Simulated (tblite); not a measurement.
Compound: C3H4AlBr.
Atom-mapped SMILES: `[CH:1]#[C:2][CH2:3][AlH:4][Br:5]` (hydrogens: H6 on C1; H7, H8 on C3; H9 on Al4)

Computed with GFN2-xTB (tblite), gas phase: L-BFGS steps from a force-field or distance-geometry start until the largest atomic force falls under 0.01 eV/Å.

Geometry at step 3:
```
atom  x, y, z in Å
C1     -1.6595    1.4309    0.5038
C2     -1.0891    0.4577    0.0993
C3     -0.3798   -0.7184   -0.3689
Al4     1.5986   -0.5516    0.0513
Br5     2.7865    1.1855   -0.7654
H6     -2.1748    2.2778    0.8466
H7     -0.5242   -0.8143   -1.4569
H8     -0.7969   -1.6188    0.1096
H9      2.2528   -1.6429    0.9553
```

**Question.** What forces act on the atoms?

**Answer.** 
```json
{"atom": "C1", "Fx (eV/Å)": "-0.014", "Fy (eV/Å)": "0.042", "Fz (eV/Å)": "-0.002"}
{"atom": "C2", "Fx (eV/Å)": "0.085", "Fy (eV/Å)": "-0.120", "Fz (eV/Å)": "-0.049"}
{"atom": "C3", "Fx (eV/Å)": "0.388", "Fy (eV/Å)": "-0.029", "Fz (eV/Å)": "0.106"}
{"atom": "Al4", "Fx (eV/Å)": "-0.369", "Fy (eV/Å)": "-0.155", "Fz (eV/Å)": "0.105"}
{"atom": "Br5", "Fx (eV/Å)": "0.041", "Fy (eV/Å)": "-0.129", "Fz (eV/Å)": "0.104"}
{"atom": "H6", "Fx (eV/Å)": "0.003", "Fy (eV/Å)": "-0.006", "Fz (eV/Å)": "-0.004"}
{"atom": "H7", "Fx (eV/Å)": "-0.142", "Fy (eV/Å)": "0.004", "Fz (eV/Å)": "0.026"}
{"atom": "H8", "Fx (eV/Å)": "-0.022", "Fy (eV/Å)": "0.086", "Fz (eV/Å)": "-0.072"}
{"atom": "H9", "Fx (eV/Å)": "0.031", "Fy (eV/Å)": "0.307", "Fz (eV/Å)": "-0.215"}
```

The largest, 0.41 eV/Å, acts on Al4 (C3 within 3 % of it); the rms over all components is 0.145 eV/Å. The forces sum to zero within rounding, as they must for an isolated molecule in no field.

**Question.** Give the force on Al4 in Eh/bohr and in nN.

**Answer.** 0.414 eV/Å ÷ 51.422 = 0.00805 Eh/bohr, and 0.414 eV/Å × 1.602 = 0.66 nN.

**Question.** How far is this geometry from the end of the optimisation?

**Answer.** 0.059 eV above it, and 0.483 Å rms away after alignment. The bonds farthest from their final lengths, with half the difference of the two atoms' forces along the bond (positive lengthens):

| bond | now (Å) | final (Å) | force along bond (eV/Å) |
| --- | --- | --- | --- |
| Al4–H9 | 1.561 | 1.533 | -0.17 |
| C3–Al4 | 2.029 | 2.005 | -0.37 |
| Al4–Br5 | 2.257 | 2.253 | +0.12 |
| C3–H8 | 1.102 | 1.098 | -0.01 |
| C3–H7 | 1.102 | 1.098 | +0.07 |
| C1≡C2 | 1.198 | 1.200 | +0.10 |

The angle farthest from its final value is Br5–Al4–H9, 121.8° against 113.2°.

Of the 2 listed bonds off by 0.010 Å or more, this force points towards the final length in 2.

The cost below is that of the whole relaxation. Hardware: an Intel Xeon at 2.50 GHz with one thread, shared host. Cost: 2.1 s wall, 1.3 s CPU.
